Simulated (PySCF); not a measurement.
Geometry (Å), atoms numbered from 1 in this order:
```xyz
16

C     2.903    0.423    0.227
O     1.927   -0.400   -0.343
C     0.627   -0.136   -0.088
C    -0.307   -0.996   -0.684
C    -1.667   -0.808   -0.484
C    -2.099    0.246    0.317
F    -3.408    0.426    0.509
C    -1.193    1.106    0.916
C     0.176    0.918    0.714
H     2.867    0.404    1.331
H     2.807    1.471   -0.111
H     3.875    0.034   -0.101
H     0.065   -1.812   -1.306
H    -2.404   -1.469   -0.941
H    -1.562    1.924    1.538
H     0.879    1.602    1.190
```

Geometry: PBE0-D3(BJ)/def2-SVP; GIAO absolute shieldings from PySCF 2.14, gas phase, non-relativistic, averaged over equivalent atoms.

At PBE0/pcSseg-1 (188 basis functions, 46 s wall time on 1 thread of an x86-64 server CPU, shared host):
| atoms | σ (ppm) |
| --- | --- |
| C6 | 20.5 |
| C3 | 24.4 |
| C5/C8 | 63.1 |
| C4/C9 | 66.5 |
| C1 | 130.3 |
| O2 | 236.4 |
| F7 | 302.8 |
| H14/H15 | 24.20 |
| H13/H16 | 24.48 |
| H10/H11/H12 | 27.63 |

Predict the values at wB97X-D/pcSseg-1 on the same geometry.

## Answers


```json
{"atoms": "C6", "σ at wB97X-D/pcSseg-1": "19.4", "change": "-1.1"}
{"atoms": "C3", "σ at wB97X-D/pcSseg-1": "22.9", "change": "-1.5"}
{"atoms": "C5/C8", "σ at wB97X-D/pcSseg-1": "61.7", "change": "-1.4"}
{"atoms": "C4/C9", "σ at wB97X-D/pcSseg-1": "65.4", "change": "-1.1"}
{"atoms": "C1", "σ at wB97X-D/pcSseg-1": "130.0", "change": "-0.3"}
{"atoms": "O2", "σ at wB97X-D/pcSseg-1": "243.4", "change": "+7.0"}
{"atoms": "F7", "σ at wB97X-D/pcSseg-1": "310.7", "change": "+7.9"}
{"atoms": "H14/H15", "σ at wB97X-D/pcSseg-1": "24.27", "change": "+0.07"}
{"atoms": "H13/H16", "σ at wB97X-D/pcSseg-1": "24.57", "change": "+0.09"}
{"atoms": "H10/H11/H12", "σ at wB97X-D/pcSseg-1": "27.75", "change": "+0.12"}
```

The largest change is at F7 (aryl fluorine). Cost: 188 basis functions, 43 s wall time on 1 thread of an x86-64 server CPU, shared host. The order of the carbon signals is the same at both levels.

The carbons averaged at δ 117.9 differ by 11 ppm in this conformer.
